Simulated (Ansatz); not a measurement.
System: CoCl$_{2}$, net charge 0, quartet state. The spin state was set by rule; other spins were not relaxed. 
Geometry from a B3LYP-D3(BJ)/def2-TZVP (Ansatz, a program for electronic structure) optimisation:
```
Co
Cl 1 2.0986
Cl 1 2.0986 2 180.00
```
Charge 0, spin multiplicity 4.

Basis-set convergence of Hartree-Fock and MP2 correlation energies (hartree) with Ansatz. Correlated levels leave the core frozen unless marked. Open shells are spin-unrestricted. No spin-orbit coupling. The frozen core is the preceding noble-gas configuration, with the filled d and f shells of earlier blocks. No relativistic terms.

```json
[
 {"basis": "def2-SVP", "functions": "67", "E(HF)": "-2300.05525", "E(corr, MP2)": "-0.41690"},
 {"basis": "def2-TZVPP", "functions": "148", "E(HF)": "(withheld)", "E(corr, MP2)": "(withheld)"}
]
```

Task: Some entries are withheld; supply them.

Result: 
- def2-TZVPP, E(HF): -2300.56546
- def2-TZVPP, E(corr, MP2): -0.63351
